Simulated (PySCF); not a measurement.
H11N3Si4.
Bonds: Si1–N2, N2–Si3, N2–Si4, Si4–N5, N5–Si6, Si6–N7, Si4–N7. Hydrogens: H8, H9, H10 on Si1; H11, H12, H13 on Si3; H14 on Si4; H15 on N5; H16, H17 on Si6; H18 on N7.

NICS = −σ at a ghost point: NICS(0) at the centroid of the ring atoms, NICS(1) 1 Å to either side along the normal of their mean plane, zz for the tensor component along that normal. Level: GIAO KT2/pcSseg-1 (PySCF, non-relativistic, gas phase) on the PBE0-D3(BJ)/def2-SVP geometry, one conformer.

Ring bond lengths (Å): Si4–N5 1.746, N5–Si6 1.745, Si6–N7 1.752, N7–Si4 1.745.

What do the NICS probes read (ppm)?

```json
{"ring": "Si4–N5–Si6–N7", "type": "4-membered ring with 2 N and 2 Si; formal bonds all single", "NICS(0)": "-9.6", "NICS(1), two faces": "-2.3 / -2.4", "NICS(1)zz, two faces": "-2.1 / -2.0", "rms pucker (Å)": "0.01", "centre to ring atoms, mean (Å)": "1.23"}
```

What do they say, and how far can they be read as aromaticity?

- Si4–N5–Si6–N7: mean NICS(1)zz -2.0 ppm, near zero. Si4, Si6 have four or more neighbours, and the NICS criterion for π rings isn't applied. NICS(0) lies 7 ppm below the mean NICS(1).

Give the inner angles of the rings.

- Si4–N5–Si6–N7: Si4 86.4°, N5 93.8°, Si6 86.2°, N7 93.6°; sum 360.0° against 360° for a flat convex ring.

How shielded are the nuclei of the rings and their hydrogens (means over atoms taken as equivalent)?

| atoms | environment | σ isotropic (ppm) |
| --- | --- | --- |
| Si4 | SiH silicon | 381.5 |
| N5 (×2) | nitrogen bridging silicon atoms | 225.9 |
| Si6 | SiH2 silicon | 382.4 |
| H14 | Si–H hydrogen | 25.43 |
| H15 (×2) | N–H hydrogen | 30.52 |
| H16 | Si–H hydrogen | 25.24 |
| H17 | Si–H hydrogen | 25.34 |

How do the values depend on the level or the medium?

| level | NICS(0), Si4–N5–Si6–N7 | mean NICS(1)zz, Si4–N5–Si6–N7 |
| --- | --- | --- |
| KT2/pcSseg-1, gas | -9.6 | -2.0 |
| PBE0/pcSseg-1, gas | -9.8 | -2.1 |

The geometry is the same throughout.

Conformer computed: `[SiH3:1][N:2]([SiH3:3])[SiH:4]1[NH:5][SiH2:6][NH:7]1`: Si1–N2–Si4–N5 -70°.
